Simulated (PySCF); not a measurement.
# Computed properties of Si(H)(Me)(OH)(OMe) (C2H8O2Si), SMILES CO[SiH](C)O

Si(H)(Me)(OH)(OMe) (C2H8O2Si), SMILES CO[SiH](C)O. Geometry optimised at ωB97X-D3(BJ)/def2-SVP. The values are those of a single conformer. All values are computed for the isolated molecule unless a solvent is named; none is compared with measurement here.

**Structure.** All 33 harmonic modes at ωB97X-D3(BJ)/def2-SVP (PySCF) are real, so it is a minimum. With heavy atoms numbered as in [SiH:1]([CH3:2])([OH:3])[O:4][CH3:5], the shortest bond between them is O4–C5 at 1.405 Å and the longest Si1–C2 at 1.852 Å.

**Vibrations.** The strongest infrared lines (harmonic, unscaled, degenerate partners summed) lie at 917 cm⁻¹ (272 km/mol, H 66 %, Si 24 %, C 9 %), 970 cm⁻¹ (192 km/mol, H 52 %, Si 33 %, O 13 %), 2220 cm⁻¹ (179 km/mol, H 97 %). The softest mode is at 59 cm⁻¹ and the zero-point energy is 64.5 kcal/mol.

**Electronic structure.** PBE0/def2-TZVP (PySCF) places the frontier levels at -8.07 and 0.71 eV, a gap of 8.78 eV, and gives a dipole moment of 1.50 D and a mean polarisability of 56.2 bohr³. PBE/def2-TZVP (PySCF) at the same geometry gives -6.51 and -0.16 eV, so its gap is 2.43 eV narrower. An orbital gap is neither the optical nor the fundamental gap.

**Excitations.** TDA-ωB97X/def2-SVPD (PySCF) has S1 at 7.94 eV (156 nm, f = 0.011, weak); the most intense of the 10 singlets computed lies at 9.32 eV (f = 0.13). T1 (TDA) is at 7.77 eV, 0.17 eV under S1. TDA-PBE/def2-SVPD (PySCF) puts S1 at 6.15 eV. No vertical singlet excitation falls in the visible range (under 3.1 eV).

**NMR.** GIAO shifts at PBE0/pcSseg-1 (PySCF) (non-relativistic, atoms alike by connectivity averaged): ¹³C from -0.6 to 54.1 ppm against TMS; ¹H from 0.5 to 5.2 ppm against TMS; ²⁹Si at -6.8 ppm against TMS.

**Solvation.** SMD-ωB97X/6-31G* (PySCF) gives -5.1 kcal/mol in water, -7.0 kcal/mol in ethanol, -4.5 kcal/mol in chloroform (1 M in both phases, gas-phase geometry); of these solvents ethanol holds the molecule best.
